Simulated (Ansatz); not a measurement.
A nudged elastic band was laid between two geometries of GaH5O4 (10 atoms, charge 0, multiplicity 1).

Level of theory: RKS BLYP-D4/def2-SVP in Ansatz.

| Item | Value |
| --- | --- |
| movable images | 7 |
| climbing image | yes |
| spring | 5.0 eV/Å² |
| optimiser | quadratic models (default) |
| start path | through a guess of the saddle point |
| force threshold | 0.05 eV/Å |
| iteration limit | 60 |
| end points | relaxed |

Image 0:

```xyz
10
Properties=species:S:1:pos:R:3
Ga 0.155 -0.987 0.235
H -0.472 -2.156 1.057
O 1.056 0.453 1.008
O 0.554 -1.113 -1.547
H -1.194 0.403 -1.296
O -1.443 0.397 -0.336
O -1.049 1.758 0.098
H 1.199 0.367 1.970
H 1.378 -0.636 -1.766
H -0.184 1.513 0.577
```

Image 8:

```xyz
10
Properties=species:S:1:pos:R:3
Ga 0.451 -0.032 -0.144
H -1.412 -2.233 0.293
O 1.643 -0.163 1.209
O 0.918 -0.588 -1.788
H -1.798 -1.611 0.059
O -1.218 0.722 0.153
O -0.765 2.057 -0.421
H 1.252 0.139 2.053
H 1.837 -0.920 -1.782
H -0.906 2.627 0.368
```

Problem. What changes between the two ends?

Solution. Bonds broken: Ga1–H2, H5–O6. Bonds formed: H2–H5. GaH5O4 becomes GaH3O4 + H2.

Problem. What energy profile does the band end with?

Solution. The run converged. The highest image is number 5 of 0 to 8, 1.45 eV above the first end and 0.75 eV above the last; the last end lies 0.70 eV above the first. A structure lower than the last end lies on the path between it and the top, so the climb from that side starts below the end, which may itself be a saddle point or a shallow side well. A vibrational analysis at the climbing image gives one clearly imaginary mode, 1058i cm⁻¹: a first-order saddle point. The orbitals stay closed-shell, which can raise the energy where a bond breaks towards radicals; this wasn't checked here.

| image | path coordinate (Å) | energy (eV) | Ga1–H2 (Å) | H5–O6 (Å) | H2–H5 (Å) |
| --- | --- | --- | --- | --- | --- |
| 0 | 0.00 | 0.00 | 1.56 | 0.99 | 3.55 |
| 1 | 1.12 | 0.09 | 1.56 | 0.98 | 3.42 |
| 2 | 2.24 | 0.43 | 1.57 | 0.98 | 3.06 |
| 3 | 3.36 | 0.49 | 1.58 | 0.98 | 2.84 |
| 4 | 4.47 | 0.60 | 1.59 | 0.99 | 2.24 |
| 5 | 5.59 | 1.45 | 1.87 | 1.27 | 1.03 |
| 6 | 6.68 | 0.69 | 2.64 | 2.29 | 0.77 |
| 7 | 7.76 | 0.68 | 2.99 | 2.58 | 0.77 |
| 8 | 8.84 | 0.70 | 2.92 | 2.41 | 0.77 |

Problem. What is the geometry of the highest image?

Solution. 
```xyz
10
Properties=species:S:1:pos:R:3
Ga 0.506 -0.535 -0.009
H -1.095 -1.412 0.392
O 1.849 -0.564 1.204
O 0.849 -0.759 -1.764
H -1.451 -0.445 0.295
O -1.004 0.746 0.365
O -1.320 1.776 -0.639
H 1.536 -0.358 2.106
H 1.801 -0.921 -1.910
H -1.671 2.472 -0.040
```

The band took 35 iterations and of the order of 6 core-minutes.

The run took 3.3 min on 2 threads of AMD EPYC 9R45 96-Core Processor (Zen 5), on a shared host, peak memory 0.18 GiB.
